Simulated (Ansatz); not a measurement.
Process, species as SMILES: [Se]Cl (Cl-Se) → Cl atom + Se atom
B3LYP-D3(BJ)/def2-TZVP geometries, fixed; electronic energies without zero-point terms.

Energies in hartree at MP2 with Ansatz (a quantum-chemistry and plane-wave program); the atomisation energy is their sum with the coefficients shown, times 627.509 kcal/mol a hartree. All functions are spherical. Cores are frozen (with 3d on Ga to Br). Open shells are unrestricted. No added dispersion term, no relativity.

```csv
species,coefficient,part,cc-pV(D+d)Z,cc-pV(T+d)Z,cc-pV(Q+d)Z
Cl[Se] (Cl-Se),-1,Hartree-Fock,-2859.30353,-2859.39942,-2859.40662
Cl[Se] (Cl-Se),-1,correlation,-0.22777,-0.31218,-0.34450
Cl atom,+1,Hartree-Fock,-459.47140,-459.48556,-459.48916
Cl atom,+1,correlation,-0.11260,-0.15854,-0.17550
Se atom,+1,Hartree-Fock,-2399.79713,-2399.87209,-2399.87500
Se atom,+1,correlation,-0.07140,-0.09958,-0.10977
```

**Question.** Predict the atomisation energy in cc-pV(5+d)Z (X = 5): let each Hartree-Fock step shrink by the ratio of the last two, and fit each correlation energy at X = 3 and 4 to E + A/X^3. Compare with the run.

**Answer.** 
- Cl[Se] (Cl-Se): steps -0.09589 and -0.00720, ratio 0.075, so Hartree-Fock -2859.40716 (run: -2859.40774); A = (-0.31218 - (-0.34450))/(1/27 - 1/64) = 1.5094, correlation -0.34450 - A/64 + A/125 = -0.35601 (run: -0.35850).
- Cl atom: steps -0.01416 and -0.00360, ratio 0.254, so Hartree-Fock -459.49007 (run: -459.48973); A = (-0.15854 - (-0.17550))/(1/27 - 1/64) = 0.7921, correlation -0.17550 - A/64 + A/125 = -0.18154 (run: -0.18264).
- Se atom: steps -0.07496 and -0.00291, ratio 0.039, so Hartree-Fock -2399.87511 (run: -2399.87534); A = (-0.09958 - (-0.10977))/(1/27 - 1/64) = 0.4759, correlation -0.10977 - A/64 + A/125 = -0.11340 (run: -0.11446).
Predicted 64.66 kcal/mol; the run in cc-pV(5+d)Z gives 65.30, a miss of -0.64. Keeping the value in cc-pV(Q+d)Z, 63.81, would miss by -1.49. All sums are of the energies as printed.
